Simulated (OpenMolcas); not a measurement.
Ag5+ among 5 point charges of -2 e arranged as a trigonal bipyramid (D3h), 2.17 Å from the ion, with the axial distance 1.888 Å.

- Program: OpenMolcas
- Method: SS-CASPT2, IPEA 0.25 Eh, imaginary shift 0.1 Eh (closed shells correlated: 4s 4p)
- Basis: ANO-RCC-VDZP [6s5p3d1f]
- Scalar Hamiltonian: DKH2, point nucleus
- Active space: 6 electrons in 5 orbitals (4d)
- State averaging: 2S+1 = 5 even, 5 roots; 2S+1 = 3 even, 45 roots; 2S+1 = 1 even, 50 roots
- Spin-orbit coupling: RASSI with atomic mean-field integrals over the reference wave functions

**Question.** What is the spin-free ground state (labels of D3, the rotations of D3h)?

**Answer.** 5E, 2-fold in its orbital part, 100 % from free-ion D terms; it has the highest spin that d6 allows.

**Question.** Where is the first state of the same spin?

**Answer.** 5E at 4450 cm-1 above the ground state.

**Question.** What are the lowest two levels with spin-orbit coupling?

**Answer.** A 2-fold level E with g = 0.00, 0.00, 11.94, then a 2-fold level 1010 cm-1 above it. Their leading multiplicities are 5 (97 %) and 5 (97 %).

**Question.** What is χT at 300 K, and how does it compare with the textbook value?

**Answer.** The lowest level has 2S+1 = 5, for which the spin-only value is χT = S(S+1) / 2 = 3.000 cm3 K/mol (g = 2). The computed 4.931 at 300 K differs by +1.931, through orbital momentum, spin-orbit coupling and any other state in reach.

Roots that are degenerate in the reference are averaged as groups; the widest CASPT2 spread within a group is 110 cm-1 (the 2-fold group of multiplicity 5 near 0 cm-1 above the lowest state of its run). Shifts and gaps below about the spread of the groups concerned are not significant. An orbital doublet at a regular site is open to a Jahn-Teller distortion, which this geometry leaves out. Point charges give a weaker field than real ligands, and real ions of this kind are as a rule low spin; the high spin found here belongs to the model. Free-ion shares, where given, are those of the reference states; single-state CASPT2 does not remix them. This is an electrostatic model: the charges have no orbitals. No measured value stands beside these numbers.

With an even number of electrons the g values are those of a degenerate or nearly degenerate non-Kramers pair.
